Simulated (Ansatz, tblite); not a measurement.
Cost and result up the ladder for ZrHF₃ (5 atoms). Total charge 0; singlet. Geometry: PBE0-D4/def2-TZVP.

```xyz
5

Zr    0.031   -0.002   -0.025
H    -1.391    0.108    1.146
F     1.268    1.331    0.486
F    -0.660    0.304   -1.757
F     0.752   -1.740    0.150
```

Ansatz on 2 threads of Intel Xeon Platinum 8259CL on a shared host; xTB runs through tblite on one thread. Times are rough, summed over both states, and most runs start from the orbitals of an earlier one. No level here is sound enough to serve as a yardstick. The other state is a triplet.

In the def2 sets Zr takes a core potential; there is no spin–orbit coupling. The xTB rows come from tblite.

xTB has no spin-polarisation term.

```json
{"level": "GFN2-xTB", "functions": "22", "wall time": "0.012 s"}
{"level": "GFN1-xTB", "functions": "23", "wall time": "0.032 s"}
{"level": "PBE-D4/def2-TZVP", "functions": "139", "wall time": "11 s"}
{"level": "r2SCAN-D4/def2-TZVP (with forces)", "functions": "139", "wall time": "23 s"}
```

Q: Estimate what each level gives for the vertical triplet (eV).

A: 
| level | vertical triplet (eV) |
| --- | --- |
| GFN2-xTB | 4.98 |
| GFN1-xTB | 3.92 |
| PBE-D4/def2-TZVP | 5.05 |
| r2SCAN-D4/def2-TZVP (with forces) | 5.03 |
